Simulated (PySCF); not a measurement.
# Reading the logs of faulty runs: H4NSi cation

All numbers below are calculated, not measured. The program is PySCF 2.14.0, an open-source quantum chemistry code, run on an isolated molecule that a program drew, which may never have been made. The molecule is H4NSi cation (charge +1, singlet), drawn as the SMILES string `N[SiH2+]`.

Each row is a Hartree-Fock (HF) and frozen-core CCSD(T) single point in the cc-pV(D+d)Z basis, meant for a local HF minimum. Run 1 is clean. Each other run has one planted mistake out of seven kinds, and not every kind appears here: one electron removed, one electron added, multiplicity raised by two, geometry at a saddle point, minimal basis STO-3G, one bond length entered in bohr, all coordinates scaled. The reference is restricted for singlets and unrestricted otherwise, and also for a bond in bohr. Adding or removing an electron swaps singlet and doublet. Electrons count all cores. HOMO and LUMO are orbital energies over both spins, the gradient is its largest component, and the lowest frequency (negative if imaginary) is given only where the gradient is small. Bond lengths are over the 5 bonds as drawn. T1 is the CCSD diagnostic: over 0.02 (restricted) or 0.045 (unrestricted) a single reference is doubtful.

Geometry of the clean run:
```xyz
6
H4NSi cation, angstrom
N     1.2610    0.2118   -1.1311
Si    1.0248   -0.4813    0.3237
H     2.1705    0.4092   -1.5180
H     0.5145    0.4926   -1.7472
H     2.1933   -0.8387    1.1152
H    -0.3438   -0.7110    0.7641
```

```
run,electrons,basis functions,<S^2>,HOMO (eV),LUMO (eV),gradient (hartree/bohr),lowest frequency (cm^-1),mean bond (Å),longest bond (Å),T1,HF (hartree),CCSD(T) (hartree),mistake
1,24,57,0.000,-18.62,-4.57,1.6e-05,594,1.3113,1.629,0.0172,-345.47015,-345.76233,no fault
2,24,18,0.000,-17.11,-1.52,2.3e-02,-,1.3113,1.629,0.0307,-341.48343,-341.61387,minimal basis STO-3G
3,25,57,0.768,-5.82,3.40,6.3e-02,-,1.3113,1.629,0.0135,-345.66038,-345.96235,?
4,24,57,2.033,-12.99,-7.48,1.7e-01,-,1.3113,1.629,0.0110,-345.32056,-345.57742,?
```

**Which mistake was planted in run 3, and what did it cost?**

It counts 25 electrons, one more than the clean run, at the same geometry and basis. So the mistake is: one electron added. Subtracting run 1 and multiplying by 627.51 kcal/mol a hartree, the energy moved by -119.4 kcal/mol in HF and -125.5 kcal/mol in CCSD(T).

**Which mistake was planted in run 4, and what did it cost?**

Electrons, basis and geometry are unchanged, and <S^2> is 2.033, beside S(S+1) = 2.00 for a multiplicity of 3. So the mistake is: multiplicity raised by two. Subtracting run 1 and multiplying by 627.51 kcal/mol a hartree, the energy moved by 93.9 kcal/mol in HF and 116.0 kcal/mol in CCSD(T).

Cautions from the logs. Run 2: T1 is over the limit, so its CCSD(T) energy is less reliable.
